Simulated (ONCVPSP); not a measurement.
## Pt (Z = 78): ONCV pseudisation with PBEsol, scalar-relativistic reference atom.

ONCVPSP 4.0.1 was run on this input:

```
# ATOM AND REFERENCE CONFIGURATION
# atsym  z   nc   nv     iexc    psfile
  Pt 78.00   10    3  -116133      upf
#
#   n    l    f
    1    0    2.00
    2    0    2.00
    2    1    6.00
    3    0    2.00
    3    1    6.00
    3    2   10.00
    4    0    2.00
    4    1    6.00
    4    2   10.00
    4    3   14.00
    5    0    2.00
    5    1    6.00
    5    2    7.00
#
# PSEUDOPOTENTIAL AND OPTIMIZATION
# lmax
    2
#
#   l,   rc,      ep,       ncon, nbas, qcut
    0    1.60    0.00    4    7    8.50
    1    1.45    0.00    5    9    7.90
    2    1.95    0.00    3    8    8.90
#
# LOCAL POTENTIAL
# lloc, lpopt,  rc(5),   dvloc0
    4    5    1.05    2.00
#
# VANDERBILT-KLEINMAN-BYLANDER PROJECTORs
# l, nproj, debl
    0    2    3.70
    1    2    1.00
    2    3    1.00
#
# MODEL CORE CHARGE
# icmod, fcfact, rcfact
    3    5.75    1.00
#
# LOG DERIVATIVE ANALYSIS
# epsh1, epsh2, depsh
   -7.00    5.00    0.04
#
# OUTPUT GRID
# rlmax, drl
    6.00    0.01
#
# TEST CONFIGURATIONS
# ncnf
    4
# nvcnf
#   n    l    f
    4
    5    0    2.00
    5    1    6.00
    5    2    9.00
    6    0    1.00
#
    3
    5    0    2.00
    5    1    6.00
    5    2    9.00
#
    3
    5    0    2.00
    5    1    6.00
    5    2    8.00
#
    3
    5    0    2.00
    5    1    6.00
    5    2   10.00
#
```

Command:

```bash
oncvpsp.x < Pt.dat > Pt.out
```

Resulting log (shortened: citation, most of the input echo, consistency checks and plot data are left out):

```
ONCVPSP  (Optimized Norm-Conservinng Vanderbilt PSeudopotential)
scalar-relativistic version 4.0.1

#   n    l    f        energy (Ha)
    1    0    2.00    -2.8828751E+03
    2    0    2.00    -5.0753245E+02
    2    1    6.00    -4.4002311E+02
    3    0    2.00    -1.2020896E+02
    3    1    6.00    -1.0055411E+02
    3    2   10.00    -7.9247609E+01
    4    0    2.00    -2.6844334E+01
    4    1    6.00    -2.0399120E+01
    4    2   10.00    -1.2577051E+01
    4    3   14.00    -3.8831848E+00
    5    0    2.00    -5.0381759E+00
    5    1    6.00    -3.3396074E+00
    5    2    7.00    -1.4257530E+00

Reference configufation results
  iterations    23
  all-electron total energy (Ha)   -1.84061055D+04

Begin loop to  construct optimized pseudo wave functions
and semi-local pseudopoentials for all angular momenta

WARNING wellstate: moderately localized bound state found for n= 6 l=  0
WARNING scattering state with energy  0.05000000
WARNING will be used for the first projector

   Wellstate for l =  0  n =  8
     eigenvalue =   0.0500
     asymptotic potential =   0.5500
     half-point radius =  6.1217

Calculating optimized projector #   1

 for l=   0

    Fraction of norm inside rc  0.968628
    Optimizing pswf for qcut=   8.51 a_B^-1,  ecut=  36.19 Ha
    Residual kinetic energy error=  6.77D-07 Ha

    Energy error per electron        Cutoff
         Ha          eV             Ha
         0.01000     0.27211       19.06
         0.00100     0.02721       24.63
         0.00010     0.00272       28.95
         0.00001     0.00027       32.22

Calculating optimized projector #   2

 for l=   0

    Fraction of norm inside rc  0.034006
    Optimizing pswf for qcut=   8.51 a_B^-1,  ecut=  36.19 Ha
    Residual kinetic energy error=  1.24D-06 Ha

    Energy error per electron        Cutoff
         Ha          eV             Ha
         0.01000     0.27211       14.04
         0.00100     0.02721       22.42
         0.00010     0.00272       28.40
         0.00001     0.00027       32.56

WARNING wellstate: negative energy specified for n= 6 l=  1
WARNING scattering state with energy  0.25000000
WARNING will be used for the first projector

   Wellstate for l =  1  n =  7
     eigenvalue =   0.2500
     asymptotic potential =   0.7500
     half-point radius =  2.7938

Calculating optimized projector #   1

 for l=   1

    Fraction of norm inside rc  0.845760
    Optimizing pswf for qcut=   7.90 a_B^-1,  ecut=  31.19 Ha
    Residual kinetic energy error=  5.63D-04 Ha

    Energy error per electron        Cutoff
         Ha          eV             Ha
         0.01000     0.27211       21.32
         0.00100     0.02721       29.33
         0.00010     0.00272      102.75
         0.00001     0.00027      126.23

Calculating optimized projector #   2

 for l=   1

    Fraction of norm inside rc  0.026451
    Optimizing pswf for qcut=   7.90 a_B^-1,  ecut=  31.19 Ha
    Residual kinetic energy error=  1.46D-04 Ha

    Energy error per electron        Cutoff
         Ha          eV             Ha
         0.01000     0.27211        9.36
         0.00100     0.02721       24.48
         0.00010     0.00272       32.78
         0.00001     0.00027       81.86

WARNING wellstate: negative energy specified for n= 6 l=  2
WARNING scattering state with energy  0.25000000
WARNING will be used for the first projector

   Wellstate for l =  2  n =  7
     eigenvalue =   0.2500
     asymptotic potential =   0.7500
     half-point radius =  4.7231

   Wellstate for l =  2  n =  7
     eigenvalue =   1.2500
     asymptotic potential =   1.7500
     half-point radius =  3.1474

Calculating optimized projector #   1

 for l=   2

    Fraction of norm inside rc  0.815239
    Optimizing pswf for qcut=   8.89 a_B^-1,  ecut=  39.52 Ha
    Residual kinetic energy error=  1.08D-09 Ha

    Energy error per electron        Cutoff
         Ha          eV             Ha
         0.01000     0.27211       15.77
         0.00100     0.02721       20.58
         0.00010     0.00272       24.76
         0.00001     0.00027       28.42

Calculating optimized projector #   2

 for l=   2

    Fraction of norm inside rc  0.056217
    Optimizing pswf for qcut=   8.89 a_B^-1,  ecut=  39.52 Ha
    Residual kinetic energy error=  2.26D-10 Ha

    Energy error per electron        Cutoff
         Ha          eV             Ha
         0.01000     0.27211       12.95
         0.00100     0.02721       18.06
         0.00010     0.00272       22.66
         0.00001     0.00027       26.57

Calculating optimized projector #   3

 for l=   2

    Fraction of norm inside rc  0.070858
    Optimizing pswf for qcut=   8.89 a_B^-1,  ecut=  39.52 Ha
    Residual kinetic energy error=  2.46D-09 Ha

    Energy error per electron        Cutoff
         Ha          eV             Ha
         0.01000     0.27211       14.25
         0.00100     0.02721       19.17
         0.00010     0.00272       23.48
         0.00001     0.00027       27.46

Construct Vanderbilt / Kleinmman-Bylander projectors

B matrix Hermiticity error, ll=   0
   1   2    5.3834E-04

  Orthonormal projector coefficients  1.6258E+01  2.4751E+00

B matrix Hermiticity error, ll=   1
   1   2   -4.0275E-04

  Orthonormal projector coefficients  1.2813E+01  2.1790E+00

B matrix Hermiticity error, ll=   2
   1   2   -1.5014E-04
   1   3   -2.4334E-04
   2   3   -3.9877E-05

  Orthonormal projector coefficients  7.3459E+00  1.3416E+00  6.1438E-02

Model core correction analysis
  based on d2Exc/dn_idn_j

d2excae - all-electron derivatives

   -2.904334D-02   -2.532140D-02   -1.467480D-02
   -2.532145D-02   -2.494724D-02   -1.804545D-02
   -1.467485D-02   -1.804540D-02   -2.113596D-02

d2excps - pseudofunction derivatives with no core correction

   -4.908236D-02   -3.513590D-02   -1.846325D-02
   -3.513730D-02   -3.192546D-02   -2.115129D-02
   -1.846368D-02   -2.115139D-02   -2.250638D-02

rms 2nd derivative error    8.773775E-03

rmatch, rhocmatch    0.8164   17.7951

Teter function model core charge with specified parameters

d2excps - pseudofunction derivatives with core correction

   -3.546900D-02   -2.998494D-02   -1.700286D-02
   -2.998509D-02   -2.932573D-02   -2.035901D-02
   -1.700307D-02   -2.035907D-02   -2.228002D-02

rms 2nd derivative error    3.753714E-03

Pseudoatom total energy -118.267457

Diagnostic tests using Vanderbilt-Kleinman-Bylander pseudopotentials
  1 or more projectors used as specified by nproj input data

   l    rcore       rmatch      e in        delta e   norm test  slope test

   0   1.6050159   1.6537477  -5.0381759   0.0000046   1.0002664   1.0002471
   0   1.6050159   1.6537477   0.0500000   0.0000442   1.0003091   1.0003091

   1   1.4585175   1.5028013  -3.3396074  -0.0000085   1.0001988   1.0002161
   1   1.4585175   1.5028013   0.2500000   0.0000659   1.0005261   1.0005261

   2   1.9552969   2.0146639  -1.4257530   0.0000010   1.0001228   1.0001406
   2   1.9552969   2.0146639   0.2500000   0.0000285   1.0002888   1.0002888
   2   1.9552969   2.0146639   1.2500000   0.0000658   1.0002899   1.0002899

 Testing for bound ghosts
   n   l    E NL Schr. Eq   E Basis Diag.   E Cutoff

   1   0       -5.038171       -5.038170     74.18

   2   1       -3.339616       -3.339608    186.24

   3   2       -1.425752       -1.425717    116.14

 Testing for highly-localized positive-energy ghosts
       l    <radius>/rc     E Basis Diag.   E Cutoff

       0        0.334164        4.638964     74.18  WARNING - GHOST(+)

Test configuration 0

   n   l     f        eae           eps        diff
   1   0  2.0000-2882.87514504
   2   0  2.0000 -507.53244785
   2   1  6.0000 -440.02310527
   3   0  2.0000 -120.20896364
   3   1  6.0000 -100.55410890
   3   2 10.0000  -79.24760928
   4   0  2.0000  -26.84433436
   4   1  6.0000  -20.39911964
   4   2 10.0000  -12.57705098
   4   3 14.0000   -3.88318483
   5   0  2.0000   -5.03817594   -5.03817130    4.63D-06
   5   1  6.0000   -3.33960740   -3.33961590   -8.50D-06
   5   2  7.0000   -1.42575296   -1.42575193    1.03D-06

    Total energies and differences
      AE_ref= -1.84061055D+04  AE_tst= -1.84061055D+04  dif=  0.00D+00
      PS_ref= -1.18267457D+02  PS_tst= -1.18267457D+02  dif= -1.14D-13
      PSP excitation error=  1.14D-13

Test configuration 1

   n   l     f        eae           eps        diff
   1   0  2.0000-2881.56410020
   2   0  2.0000 -506.22110922
   2   1  6.0000 -438.71173483
   3   0  2.0000 -118.90040524
   3   1  6.0000  -99.24555742
   3   2 10.0000  -77.93861075
   4   0  2.0000  -25.53728080
   4   1  6.0000  -19.09220034
   4   2 10.0000  -11.27029216
   4   3 14.0000   -2.57756213
   5   0  2.0000   -3.74408267   -3.74262650    1.46D-03
   5   1  6.0000   -2.05947307   -2.05887987    5.93D-04
   5   2  9.0000   -0.22664960   -0.22658838    6.12D-05
   6   0  1.0000   -0.20938898   -0.20952565   -1.37D-04

    Total energies and differences
      AE_ref= -1.84061055D+04  AE_tst= -1.84083646D+04  dif= -2.26D+00
      PS_ref= -1.18267457D+02  PS_tst= -1.20526955D+02  dif= -2.26D+00
      PSP excitation error=  4.75D-04

Test configuration 2

   n   l     f        eae           eps        diff
   1   0  2.0000-2881.86673913
   2   0  2.0000 -506.52089190
   2   1  6.0000 -439.01158163
   3   0  2.0000 -119.20092683
   3   1  6.0000  -99.54608393
   3   2 10.0000  -78.23886955
   4   0  2.0000  -25.83826087
   4   1  6.0000  -19.39316677
   4   2 10.0000  -11.57116292
   4   3 14.0000   -2.87853606
   5   0  2.0000   -4.04671639   -4.04629353    4.23D-04
   5   1  6.0000   -2.36403297   -2.36374100    2.92D-04
   5   2  9.0000   -0.52674491   -0.52664090    1.04D-04

    Total energies and differences
      AE_ref= -1.84061055D+04  AE_tst= -1.84080255D+04  dif= -1.92D+00
      PS_ref= -1.18267457D+02  PS_tst= -1.20187583D+02  dif= -1.92D+00
      PSP excitation error=  1.44D-04

Test configuration 3

   n   l     f        eae           eps        diff
   1   0  2.0000-2882.33884948
   2   0  2.0000 -506.99434441
   2   1  6.0000 -439.48499977
   3   0  2.0000 -119.67335340
   3   1  6.0000 -100.01850527
   3   2 10.0000  -78.71152594
   4   0  2.0000  -26.31018571
   4   1  6.0000  -19.86507240
   4   2 10.0000  -12.04307914
   4   3 14.0000   -3.35007526
   5   0  2.0000   -4.51390262   -4.51344418    4.58D-04
   5   1  6.0000   -2.82493968   -2.82466692    2.73D-04
   5   2  8.0000   -0.95216220   -0.95204232    1.20D-04

    Total energies and differences
      AE_ref= -1.84061055D+04  AE_tst= -1.84072906D+04  dif= -1.19D+00
      PS_ref= -1.18267457D+02  PS_tst= -1.19452742D+02  dif= -1.19D+00
      PSP excitation error=  1.73D-04

Test configuration 4

psatom: WARNING lschvkbb convergence error n,l,iter=   3   2  52
ea(ii),et,emin,emax -1.954026E-01 -1.758624E-01 -1.758624E-01 -1.758624E-01
run_config: WARNING for fully non-local PS atom, stg. 1
 WARNING no output for configuration 5
```

The run took about 4.6 s on one core of a shared server CPU.
